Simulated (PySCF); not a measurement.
A run for PySCF: D3(BJ) and D4 dispersion corrections on C2H8BN (SMILES CBNC).

```python
from pyscf import gto
from pyscf.dispersion import dftd3, dftd4

mol = gto.M(
    atom='''
    C    -1.54583569    0.62969125   -0.05195245
    B    -0.66033284   -0.54042460    0.51371987
    N     0.68637595   -0.74162234    0.21241376
    C     1.56154313    0.03366333   -0.65005223
    H    -1.95813388    1.21575332    0.77626373
    H    -1.04726071    1.32274566   -0.73150237
    H    -2.41433293    0.21735333   -0.57633378
    H    -1.14690764   -1.33900333    1.26414305
    H     1.14843306   -1.52984891    0.63898477
    H     1.01183882    0.86498088   -1.08408059
    H     1.95537410   -0.57562791   -1.46820000
    H     2.40923862    0.44233930   -0.09312579
    ''',
    basis='def2-svp',
    charge=0, spin=0, verbose=0, max_memory=1800)
d3, d4 = {}, {}
for xc in ['hf', 'pbe', 'blyp', 'revpbe', 'tpss', 'r2scan', 'b3lyp', 'pbe0', 'bhlyp', 'camb3lyp', 'b2plyp']:
    d3[xc] = float(dftd3.DFTD3Dispersion(mol, xc=xc, version='d3bj', atm=False).get_dispersion()['energy'])
    print(f'D3(BJ) {xc:10s} {d3[xc]:14.8f} Eh')
for xc in ['hf', 'pbe', 'blyp', 'revpbe', 'tpss', 'r2scan', 'b3lyp', 'pbe0', 'bhlyp', 'camb3lyp', 'b2plyp']:
    d4[xc] = float(dftd4.DFTD4Dispersion(mol, xc={'camb3lyp': 'cam-b3lyp'}.get(xc, xc), atm=True).get_dispersion()['energy'])
    print(f'D4     {xc:10s} {d4[xc]:14.8f} Eh')
```

It printed:

```
D3(BJ) hf            -0.05794679 Eh
D3(BJ) pbe           -0.00718964 Eh
D3(BJ) blyp          -0.01473600 Eh
D3(BJ) revpbe        -0.01869508 Eh
D3(BJ) tpss          -0.00885400 Eh
D3(BJ) r2scan        -0.00201730 Eh
D3(BJ) b3lyp         -0.01196118 Eh
D3(BJ) pbe0          -0.00604770 Eh
D3(BJ) bhlyp         -0.00903122 Eh
D3(BJ) camb3lyp      -0.00520783 Eh
D3(BJ) b2plyp        -0.00534335 Eh
D4     hf            -0.02527412 Eh
D4     pbe           -0.00654195 Eh
D4     blyp          -0.01471423 Eh
D4     revpbe        -0.02315858 Eh
D4     tpss          -0.00885169 Eh
D4     r2scan        -0.00167862 Eh
D4     b3lyp         -0.01039308 Eh
D4     pbe0          -0.00546058 Eh
D4     bhlyp         -0.00709401 Eh
D4     camb3lyp      -0.00542070 Eh
D4     b2plyp        -0.00456327 Eh
```

The run finished.

Cost: very roughly 0.020 core-seconds.
